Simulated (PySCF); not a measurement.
C2H8BClSi, SMILES Cl[SiH2]B(C)C. Atoms are numbered in the order given.

```xyz
13

Si     0.8267    -0.3330    -0.4879
Cl     1.4463     1.5395     0.2062
B     -1.0850    -0.7310     0.0656
C     -1.9666     0.4048     0.6688
C     -1.6338    -2.1807    -0.1523
H      1.8003    -1.3430     0.0346
H      0.9665    -0.3191    -1.9794
H     -1.4087     1.1629     1.2384
H     -2.3571     0.9397    -0.2233
H     -2.8450     0.0578     1.2349
H     -2.7261    -2.2241    -0.2894
H     -1.4274    -2.6923     0.8111
H     -1.1354    -2.7805    -0.9287
```

Geometry: PBE0-D3(BJ)/def2-SVP. The structure was generated by enumeration, and PubChem lists no compound with its InChIKey, so it may never have been made. The values are those of a single conformer.

The numbers are results of PySCF with PBE/pcSseg-1, not measurements.

GIAO shieldings, no solvent; atoms listed in one row are averaged. δ = σ(ref) − σ: ²⁹Si against TMS (σ = 335.4 ppm); ³⁵Cl against HCl (σ = 936.5 ppm); ¹¹B against BF3 (σ = 83.9 ppm); ¹³C against TMS (σ = 182.0 ppm); ¹H against TMS (σ = 31.49 ppm), references at their B3LYP-D3(BJ)/def2-TZVP geometries, non-relativistic (without spin–orbit terms, shifts of atoms bonded to Cl or Br come out too high).

| nucleus | atoms | count | δ (ppm) |
|---|---|---|---|
| ²⁹Si | Si1 | 1 | -23.8 |
| ³⁵Cl | Cl2 | 1 | -95.7 |
| ¹¹B | B3 | 1 | 94.5 |
| ¹³C | C4 | 1 | 26.1 |
| ¹³C | C5 | 1 | 23.1 |
| ¹H | H6, H7 | 2 | 5.59 |
| ¹H | H8, H9, H10 | 3 | 1.93 |
| ¹H | H11, H12, H13 | 3 | 1.64 |
